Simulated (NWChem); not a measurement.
System: CH₅Cl₂FSi₂; SMILES C[Si@@H](Cl)[Si@@H](F)Cl

All runs: NWChem. Coordinates come from a PBE0/def2-SVP optimisation. Level: PBE0/def2-SVP with SMD, gas-phase geometry; reactions with the solvents are ignored. One conformer.

```tsv
SMD term (kcal/mol)	water	toluene
distortion of the solute's density	0.81	0.22
polarisation	-4.85	-2.42
cavity, dispersion and structure	3.98	-2.00
```

Sum the solvation free energies, find the transfer free energy from water to toluene and the partition coefficient at 298.15 K.


1. ΔG(solv, water) = -0.06 kcal/mol and ΔG(solv, toluene) = -4.20 kcal/mol (1 M gas to 1 M solution).
2. Transfer: -4.20 − (-0.06) = -4.14 kcal/mol.
3. log₁₀ K(toluene/water) = −ΔG/(RT ln 10) = 4.14/1.364 = 3.0, so the model puts more of the solute in toluene.
4. Of the transfer energy, 1.84 kcal/mol is electrostatic and -5.98 comes from the non-electrostatic term. The two phases are taken as the pure solvents.
